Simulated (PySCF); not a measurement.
A mixed set of molecules.

All values: PBE0/def2-SVPD (PySCF) at GFN2-xTB geometries, gas phase, one conformer each. Core orbitals are frozen in the response; Δα² is half the sum of the squared differences of the principal polarisabilities.

(1) Rank by polarisability anisotropy Δα, lowest first.
A. `[CH:1]#[C:2]/[C:3]([F:4])=[CH:5]\[CH2:6][F:7]` with C3–C5–C6–F7 -132°
B. `[CH:1]#[C:2][C:3](=[CH2:4])[CH:5]([F:6])[F:7]` with C2–C3–C5–F6 -168°
C. `C#C[C@@]1(F)C[C@H]1F`
D. `[F:1]/[CH:2]=[C:3](\[F:4])[C:5]1=[CH:6][CH2:7]1` with C2–C3–C5–C6 180°

Results:

(1) C (3.98 Å³), B (5.58 Å³), A (6.23 Å³), D (6.76 Å³).

All values together:

```
              SMILES  formula  μ (D)  HOMO (eV)  LUMO (eV)  α (Å³)  Δα (Å³)  electrons  α per electron (Å³)
C#C[C@@]1(F)C[C@H]1F   C5H4F2   1.30      -7.79      -0.17    8.44     3.98         52                0.162
       C#CC(=C)C(F)F   C5H4F2   2.09      -7.68      -1.51    9.09     5.58         52                0.175
     F/C=C(\F)C1=CC1   C5H4F2   2.22      -6.89      -1.38    9.38     6.76         52                0.180
       C#C/C(F)=C\CF   C5H4F2   2.08      -7.57      -1.44    9.25     6.23         52                0.178
```

Conformers: `[CH:1]#[C:2][C:3](=[CH2:4])[CH:5]([F:6])[F:7]` with C2–C3–C5–F6 -168°; `[F:1]/[CH:2]=[C:3](\[F:4])[C:5]1=[CH:6][CH2:7]1` with C2–C3–C5–C6 180°; `[CH:1]#[C:2]/[C:3]([F:4])=[CH:5]\[CH2:6][F:7]` with C3–C5–C6–F7 -132°.
